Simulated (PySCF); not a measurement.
A calculated (r2SCAN, PySCF 2.14, aug-cc-pVTZ with one added diffuse shell each of s, p, d, f, g type, no relativity, point nucleus) atom or ion has these occupied shells.

| shell | electrons | orbital energy (eV) | rms radius, mean of both spins (bohr) |
| --- | --- | --- | --- |
| 1s α | 1 | -4397.1 | 0.0852 |
| 1s β | 1 | -4397.1 | 0.0852 |
| 2s α | 1 | -483.67 | 0.375 |
| 2s β | 1 | -483.37 | 0.375 |
| 2p α | 3 | -399.49 | 0.342 |
| 2p β | 3 | -399.24 | 0.342 |
| 3s α | 1 | -63.639 | 1.16 |
| 3s β | 1 | -62.690 | 1.16 |
| 3p α | 3 | -41.879 | 1.27 |
| 3p β | 3 | -40.838 | 1.27 |
| 3d α | 1 | -11.168 | 1.93 |
| 4s α | 1 | -10.271 | 3.56 |

Question: Name the element and its charge.

Answer: Sc+ (scandium, charge +1), in [Ar] 3d1 4s1, high-spin 3D determinant.
